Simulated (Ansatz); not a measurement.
CH4F2SSi, SMILES `F[SiH2]C(F)S`, relaxed with RKS PBE-D4/def2-SVP in the Gaussian-basis code of Ansatz from a rough embedded geometry. The force threshold is 0.03 eV/Å; the program also tests the step.

Charge 0, multiplicity 1.

Start:

```xyz
9

F     1.098    1.403   -0.937
Si   -0.327    0.709   -0.724
C    -0.077   -0.821    0.299
F    -1.335   -1.524    0.350
S     0.528   -0.460    1.940
H    -1.292    1.681   -0.094
H    -0.845    0.393   -2.114
H     0.573   -1.527   -0.229
H     1.676    0.146    1.509
```

**Question.** How much energy does the relaxation release, and in how many steps? (Best estimate.)

**Answer.** Computed: 40.36 kJ/mol, in 23 steps, 2 of them rejected.

**Question.** Which bonds change most? (Estimate.)

**Answer.** Computed: Si2–C3 from 1.857 to 1.907 Å; F1–Si2 from 1.599 to 1.639 Å; C3–F4 from 1.442 to 1.404 Å; C3–S5 from 1.785 to 1.811 Å.

**Question.** Give the relaxed structure. (Estimate.)

**Answer.** The calculation gave: 
```xyz
9

F     1.238    1.225   -1.373
Si   -0.211    0.696   -0.819
C     0.032   -0.895    0.203
F    -1.262   -1.348    0.507
S     1.062   -0.651    1.672
H    -0.800    1.734    0.092
H    -1.091    0.423   -2.001
H     0.562   -1.690   -0.370
H     0.470    0.506    2.089
```
